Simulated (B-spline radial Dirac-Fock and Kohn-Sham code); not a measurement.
## Magnetic form factor of the 4f shell of Hf¹¹⁺

System: hafnium as Hf¹¹⁺, [Kr] 4d10 4f12 5s2 5p1.

Input of the calculation (task.json; shells as n, l, electrons):

```json
{"items": [{
  "Z": 72,
  "q": 11,
  "cfg": [[1, 0, 2], [2, 0, 2], [2, 1, 6], [3, 0, 2], [3, 1, 6], [3, 2, 10], [4, 0, 2], [4, 1, 6], [4, 2, 10], [4, 3, 12], [5, 0, 2], [5, 1, 1]],
  "A": 180,
  "rrms": 5.347,
  "do": ["scatter"],
  "s": [0.0, 0.05, 0.1, 0.15, 0.2, 0.25, 0.3, 0.35, 0.4, 0.45, 0.5, 0.6, 0.7, 0.8, 0.9, 1.0, 1.1, 1.2, 1.4, 1.6, 1.8, 2.0, 2.5, 3.0, 3.5, 4.0, 5.0, 6.0],
  "pz": [0, 0.1, 0.15, 0.21, 0.31, 0.45, 0.66, 0.96, 1.4, 2.1, 3.0, 4.4, 6.4, 9.3, 14.0, 20.0, 29.0, 42.0, 61.0, 90.0, 130.0],
  "hv_scatter": [1000, 2000, 5000, 8047.8, 20000, 30000, 100000, 500000]
}]}
```

Launch: `python xray_run.py task.json out`

The computed values come from a radial atomic solver: Dirac-Fock orbitals of the configuration average with a finite nucleus. ⟨j_K⟩ is the integral of the 4f radial density with the spherical Bessel function j_K(4πsr), s = sin θ/λ.

```csv
s (Å⁻¹),⟨j0⟩,⟨j2⟩,⟨j4⟩,⟨j6⟩
0,1.0000,0.0000,0.0000,0.0000
0.05,0.9923,0.0031,0.0000,0.0000
0.1,0.9697,0.0120,0.0001,0.0000
0.15,0.9333,0.0262,0.0003,0.0000
0.2,0.8849,0.0446,0.0010,0.0000
0.25,0.8269,0.0660,0.0023,0.0001
0.3,0.7619,0.0889,0.0045,0.0002
0.35,0.6924,0.1120,0.0077,0.0004
0.4,0.6210,0.1342,0.0119,0.0008
0.45,0.5498,0.1544,0.0172,0.0014
0.5,0.4807,0.1719,0.0235,0.0023
0.6,0.3540,0.1972,0.0380,0.0052
0.7,0.2477,0.2091,0.0538,0.0098
0.8,0.1635,0.2092,0.0689,0.0157
0.9,0.0998,0.2003,0.0818,0.0226
1,0.0537,0.1853,0.0917,0.0300
1.1,0.0216,0.1669,0.0983,0.0373
1.2,0.0003,0.1472,0.1018,0.0440
1.4,-0.0208,0.1090,0.1009,0.0545
1.6,-0.0255,0.0766,0.0929,0.0605
```

Radial moments of the shell: ⟨r²⟩ = 0.4190, ⟨r⁴⟩ = 0.3412, ⟨r⁶⟩ = 0.4705 in powers of bohr.
